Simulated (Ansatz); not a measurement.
Basis-set extrapolation for CH₅AlClFSi (PBE0-D4/def2-TZVP geometry, frozen core, Ansatz 0.2.0). Multiplicity 1, RHF reference.

|  | def2-TZVPP | def2-QZVPP |
| --- | --- | --- |
| HF | -1130.718750 | -1130.754690 |
| MP2 correlation | -0.814440 | -0.885194 |
| CCSD(T) correlation | -0.898773 | not run |

Energies in hartree. Use E(X) = E(∞) + A·exp(−7.88·√X) for Hartree–Fock and E(X) = E(∞) + B·X^(−2.97) for correlation, with X = 3 and 4, and add CCSD(T) minus MP2 of the smaller set to the MP2 limit.

**Question.** What is the CCSD(T) energy at the basis-set limit?

**Answer.** HF limit: -1130.754690 + (-0.035940) × 0.13774 = -1130.75964. MP2 limit: -0.885194 + (-0.070754) × 0.74074 = -0.93760. Higher-order term: -0.898773 − (-0.814440) = -0.08433. Total: -1131.78157 hartree, 430.7 kJ/mol below CCSD(T)/def2-TZVPP.
